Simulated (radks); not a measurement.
Results of a calculation; reference values are marked as such.
The gallium ion Ga8+, configuration [Ar] 3d5. Code: a radial shooting solver on a logarithmic mesh with Libxc functionals. Model: Dirac Kohn-Sham, BLYP, spin-unpolarised, spherical densities, finite nucleus; open shells fill j = l - 1/2 first; Fermi nuclear charge, rms radius 3.9973 fm. Some entries of the table are withheld. Estimate them.

orbital,occ.,eigenvalue (eV),<r> (bohr)
1s1/2,2,-10420.62,0.04860
2s1/2,2,-1456.473,0.2174
2p1/2,2,-1311.752,0.1882
2p3/2,4,-1284.085,0.1917
3s1/2,2,(1),(2)
3p1/2,2,-275.7252,0.6236
3p3/2,4,-271.4910,0.6317
3d3/2,4,(3),0.6268
3d5/2,1,(4),0.6293

Answer. 
(1) 3s1/2 eigenvalue (eV): -323.3502
(2) 3s1/2 <r> (bohr): 0.6195
(3) 3d3/2 eigenvalue (eV): -191.3014
(4) 3d5/2 eigenvalue (eV): -190.6210
